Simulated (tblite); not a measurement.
CH₁₁GeNSi₂.
Atom-mapped SMILES: `[CH3:1][SiH2:2][GeH2:3][NH:4][SiH3:5]` (hydrogens: H6, H7, H8 on C1; H9, H10 on Si2; H11, H12 on Ge3; H13 on N4; H14, H15, H16 on Si5)

Computed with GFN2-xTB (tblite), gas phase: L-BFGS steps from a force-field or distance-geometry start until the largest atomic force falls under 0.01 eV/Å.

The end geometry, which sets the zero of energy:
```
atom  x, y, z in Å
C1      1.9903   -1.1043   -0.6701
Si2     1.4645    0.7181   -0.7238
Ge3     0.0624    1.1539    1.1033
N4     -1.3257   -0.0574    1.1120
Si5    -2.3581   -0.4548   -0.2120
H6      2.5627   -1.3156    0.2301
H7      2.6012   -1.3809   -1.5242
H8      1.1147   -1.7486   -0.6599
H9      0.7842    1.0209   -1.9900
H10     2.6579    1.5733   -0.6528
H11     0.6258    0.9813    2.5085
H12    -0.5537    2.5529    1.1806
H13    -1.7605   -0.1708    2.0148
H14    -1.4734   -0.8001   -1.3294
H15    -3.1545   -1.5989    0.2357
H16    -3.2453    0.6399   -0.6342
```

Problem. These geometries come from the run, each turned onto the end geometry. Order them by energy, lowest first.
A.
```
atom  x, y, z in Å
C1      2.1518   -1.0997   -0.5873
Si2     1.4064    0.6288   -0.7402
Ge3    -0.0146    0.9839    1.0360
N4     -1.2681   -0.4080    1.1847
Si5    -2.3819   -0.3326   -0.1611
H6      2.6874   -1.1811    0.3554
H7      2.8267   -1.2780   -1.4141
H8      1.3506   -1.8315   -0.5983
H9      0.6763    0.7250   -2.0052
H10     2.4827    1.6237   -0.7014
H11     0.7729    1.0789    2.3451
H12    -0.8065    2.2961    0.8469
H13    -1.7666   -0.3037    2.0467
H14    -1.6728   -0.5153   -1.4370
H15    -3.4080   -1.3660   -0.0277
H16    -3.0440    0.9882   -0.1539
```
B.
```
atom  x, y, z in Å
C1      2.0906   -1.1105   -0.6483
Si2     1.4582    0.6772   -0.7347
Ge3     0.0605    1.1148    1.0966
N4     -1.3690   -0.0477    1.0995
Si5    -2.4325   -0.4036   -0.2120
H6      2.6706   -1.2761    0.2567
H7      2.7212   -1.3606   -1.4964
H8      1.2573   -1.8087   -0.6359
H9      0.7423    0.9036   -1.9968
H10     2.6029    1.5998   -0.7168
H11     0.6207    0.9153    2.4995
H12    -0.5094    2.5330    1.1818
H13    -1.7991   -0.1587    2.0057
H14    -1.5690   -0.6738   -1.3649
H15    -3.1941   -1.5831    0.2049
H16    -3.3589    0.6878   -0.5502
```
C.
```
atom  x, y, z in Å
C1      2.1634   -1.1062   -0.5998
Si2     1.4472    0.6422   -0.7627
Ge3     0.0282    1.0798    1.0580
N4     -1.3115   -0.1844    1.0813
Si5    -2.4764   -0.3129   -0.1844
H6      2.7166   -1.2180    0.3301
H7      2.8423   -1.3221   -1.4193
H8      1.3764   -1.8571   -0.6097
H9      0.7372    0.7651   -2.0404
H10     2.5451    1.6174   -0.7847
H11     0.5688    0.9866    2.4817
H12    -0.6727    2.4417    1.0460
H13    -1.6335   -0.4593    1.9962
H14    -1.6953   -0.5471   -1.4028
H15    -3.3615   -1.4141    0.1883
H16    -3.2818    0.8971   -0.3893
```
D.
```
atom  x, y, z in Å
C1      2.1580   -1.0932   -0.6058
Si2     1.4759    0.6704   -0.7636
Ge3     0.0469    1.0813    1.0485
N4     -1.3432   -0.1273    1.0562
Si5    -2.5061   -0.3551   -0.1985
H6      2.7140   -1.2084    0.3217
H7      2.8218   -1.3512   -1.4253
H8      1.3448   -1.8143   -0.5921
H9      0.7783    0.8354   -2.0468
H10     2.5940    1.6269   -0.7428
H11     0.6132    0.8982    2.4495
H12    -0.5657    2.4821    1.1316
H13    -1.7053   -0.3195    1.9774
H14    -1.7446   -0.6307   -1.4190
H15    -3.3169   -1.4981    0.2254
H16    -3.3727    0.8122   -0.4278
```
E.
```
atom  x, y, z in Å
C1      2.1753   -1.1196   -0.6142
Si2     1.4398    0.6184   -0.7959
Ge3     0.0072    1.0391    1.0367
N4     -1.3118   -0.2654    1.1210
Si5    -2.4580   -0.2977   -0.1652
H6      2.7044   -1.2040    0.3288
H7      2.8660   -1.3705   -1.4098
H8      1.3820   -1.8581   -0.6097
H9      0.7278    0.7788   -2.0795
H10     2.5003    1.6421   -0.7766
H11     0.5854    1.0593    2.4526
H12    -0.7559    2.3694    1.0163
H13    -1.6877   -0.4354    2.0409
H14    -1.6431   -0.5268   -1.3608
H15    -3.3676   -1.4098    0.0956
H16    -3.1719    0.9892   -0.2917
```

Solution. B (0.003 eV), D (0.008 eV), C (0.023 eV), E (0.059 eV), A (0.278 eV).

In the order of the answer:

```csv
step,E above end (eV),largest force (eV/Å),rms force component (eV/Å),rms distance from end (Å),rms bond change (Å),bond most changed (Å)
96,0.003,0.03,0.007,0.100,0.000,Si2–Ge3 +0.001
54,0.008,0.03,0.010,0.191,0.001,Si5–H14 -0.002
23,0.023,0.08,0.030,0.234,0.002,Si2–Ge3 +0.006
12,0.059,0.25,0.073,0.264,0.007,Si2–Ge3 +0.020
2,0.278,0.87,0.196,0.315,0.017,Si2–Ge3 -0.042
```

What follows is the cost of the whole relaxation. The run took 1.4 s on an Arm Neoverse N1 with one thread, no GPU (shared host).
